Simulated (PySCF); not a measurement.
# Shapes and spin states of H2CoN

Level of theory: PBE0/[Co def2-TZVP, N def2-TZVP, H def2-TZVP], no relativity, density fitting, PySCF.

Relaxations began from a few typed shapes and spin states; open shells are unrestricted. The search is not exhaustive: other isomers or separated fragments can lie lower, and high-lying points may rest on an excited occupation.

(1) Which is the lowest minimum found?
A. triplet C2v: Co–H 1.529 Å (×2), Co–N 1.520 Å; H–Co–H 154.2°, H–Co–N 102.9° (×2)
B. broken-symmetry Ms = 0 (⟨S²⟩ 0.35) C2v: Co–H 1.511 Å (×2), Co–N 1.492 Å; H–Co–H 149.6°, H–Co–N 105.2° (×2)
C. broken-symmetry Ms = 0 (⟨S²⟩ 1.18) C2v: Co–H 1.526 Å (×2), Co–N 1.559 Å; H–Co–H 150.6°, H–Co–N 104.7° (×2)
D. singlet (closed shell, unstable to spin polarisation) C2v: Co–H 1.511 Å (×2), Co–N 1.458 Å; H–Co–H 150.0°, H–Co–N 105.0° (×2)
E. quintet C2v: Co–H 1.746 Å (×2), Co–N 1.693 Å, H–H 0.797 Å; Co–H–H 76.8° (×2), H–Co–H 26.4°, H–Co–N 166.8° (×2)
F. triplet Cs: Co–H 1.480 Å, Co–N 1.678 Å, N–H 1.059 Å; Co–N–H 94.6°, H–Co–N 101.3°
G. triplet Cs: Co–H 1.460 Å (×2), Co–N 1.533 Å; H–Co–H 91.4°, H–Co–N 95.6° (×2)
H. quintet C∞v: Co–H 1.591 Å, Co–N 1.707 Å, N–H 1.012 Å; Co–N–H 180.0°, H–Co–N 180.0°

Results:

(1) H. The others lie at 95.4 (triplet Cs, a saddle point), 169.9 (quintet C2v), 196.7 (triplet Cs), 207.0 (triplet C2v), 222.3 (broken-symmetry Ms = 0 C2v, a saddle point), 234.3 (broken-symmetry Ms = 0 C2v), 237.2 (singlet C2v) kJ/mol above it.

For the lowest minimum: open d and f shells are described by one determinant, and the ground state may have another occupation or spin.
